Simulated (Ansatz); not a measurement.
Another site gives an ion 1.27 eV lower (`[NH-]C=O`) at the level frozen-core CCSD(T)/aug-cc-pVTZ // r2SCAN-D4/def2-TZVPD (Ansatz, a first-principles code).

All values below come from frozen-core CCSD(T)/aug-cc-pVTZ // r2SCAN-D4/def2-TZVPD (Ansatz). The geometry is that of the parent before the electron was removed.

Ansatz 0.2 input:
```yaml
crystal:
  periodic: [false, false, false]
  atoms:
    - { symbol: N, position_ang: [-0.504132, 0.007567, 0.237793] }
    - { symbol: C, position_ang: [0.854556, 0.41682, 0.171451] }
    - { symbol: O, position_ang: [1.611851, -0.414223, -0.347869] }
    - { symbol: H, position_ang: [-1.176691, 0.757101, 0.325777] }
    - { symbol: H, position_ang: [-0.785584, -0.767265, -0.387152] }
basis:
  gaussian: { orbitals: aug-cc-pVTZ }
correlation:
  method: ccsd_t
magnetization:
  spin_polarized: true
  initial_magnetization: 1
```

Output:

```
Functional definition: HF
1087 factors; integrals over basis functions are off by at most 7.6e-4 eV
mean field evaluation 1: about -4577.8245 eV, gradient 2.8e1 eV
mean field evaluation 2: about -4577.8260 eV, gradient 2.8e1 eV
mean field evaluation 4: about -4581.0296 eV, gradient 3.7e0 eV
mean field evaluation 8: about -4581.1422 eV, gradient 2.7e-1 eV
mean field evaluation 16: about -4579.5763 eV, gradient 2.1e1 eV
mean field evaluation 32: about -4578.3713 eV, gradient 2.2e0 eV
mean field -4581.14536113 eV, -168.3539868098 hartree, gradient 2.1e-6 eV, S^2 0.770280; 2 other end points of the search recorded, 0 dependent functions left out
3 core orbitals not correlated
reference -4581.14536113 eV, -168.3539868098 hartree; 9, 8 occupied and 172, 173 virtual orbitals, 1087 factors
second order -16.17128609 eV of doubles, -0.00000000 eV of singles
cycle   1  -15.74006005 eV  change    4.3e-1 eV  update   1.2e-1
cycle   2  -16.23144535 eV  change   -4.9e-1 eV  update   4.0e-2
cycle   3  -16.37058549 eV  change   -1.4e-1 eV  update   2.3e-2
cycle   4  -16.36297360 eV  change    7.6e-3 eV  update   7.3e-3
cycle   5  -16.35832471 eV  change    4.6e-3 eV  update   3.4e-3
cycle   6  -16.35940576 eV  change   -1.1e-3 eV  update   1.5e-3
cycle   7  -16.35932856 eV  change    7.7e-5 eV  update   8.7e-4
cycle   8  -16.35951945 eV  change   -1.9e-4 eV  update   4.4e-4
cycle   9  -16.35968586 eV  change   -1.7e-4 eV  update   2.4e-4
cycle  10  -16.35956499 eV  change    1.2e-4 eV  update   1.4e-4
cycle  11  -16.35959492 eV  change   -3.0e-5 eV  update   7.4e-5
cycle  12  -16.35962669 eV  change   -3.2e-5 eV  update   3.5e-5
cycle  13  -16.35963397 eV  change   -7.3e-6 eV  update   1.8e-5
perturbative correction -0.80499087 eV, -0.0295828689 hartree
Total energy: -4598.30998597 eV, -168.9847751379 hartree
```

Cost: around 2.4 core-minutes (rough).
